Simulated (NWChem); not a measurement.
System: AlH2Br; SMILES [AlH2][Br]

Here is an NWChem input.

```
start job
memory heap 200 mb stack 900 mb global 1100 mb
geometry units angstroms noautosym nocenter noautoz
  Al     0.000000     0.000000    -1.568293
  H      0.000000     1.399902    -2.300267
  H      0.000000    -1.399902    -2.300267
  Br     0.000000     0.000000     0.690750
end
basis spherical
  * library def2-svp
end
dft
  xc xpbe96 cpbe96
  iterations 150
end
property
  efieldgrad
end
task dft property
```

Geometry: optimised at PBE0/def2-SVP.

Vzz is the largest principal value of the second derivative of the potential at the nucleus (NWChem prints the opposite sign); η is the asymmetry. Non-relativistic.

Atoms are numbered as in the input.

Q: Predict the main results of this run. (PBE/def2-SVP.) Quantities: Vzz Al1 (a.u.); η Al1; Vzz Br4 (a.u.); η Br4.

A: 
```json
{
  "Vzz Al1 (a.u.)": "1.026",
  "η Al1": "0.67",
  "Vzz Br4 (a.u.)": "2.522",
  "η Br4": "0.61"
}
```
